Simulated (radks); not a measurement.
The numbers below are computed, except where a source is named.
Question: The chlorine ion Cl2+, configuration [Ne] 3s2 3p3 (the NIST ground configuration). Code: a radial shooting solver on a logarithmic mesh with Libxc functionals. Model: Dirac Kohn-Sham, PBE, spin-unpolarised, spherical densities, point nucleus; open shells are shared between the two j in proportion to 2j + 1. Some entries of the table are withheld. Estimate them.

orbital,occ.,eigenvalue (Ry),<r> (bohr),<r^2> (bohr^2)
1s1/2,2,-204.3042,0.09096,0.01113
2s1/2,2,-20.62012,(1),0.2339
2p1/2,2,-16.22148,0.4047,0.2041
2p3/2,4,-16.09639,0.4070,0.2063
3s1/2,2,-3.30112,1.442,2.389
3p1/2,1,(2),1.598,2.982
3p3/2,2,(3),1.604,3.004

Answer: 
(1) 2s1/2 <r> (bohr): 0.4436
(2) 3p1/2 eigenvalue (Ry): -2.33662
(3) 3p3/2 eigenvalue (Ry): -2.32466
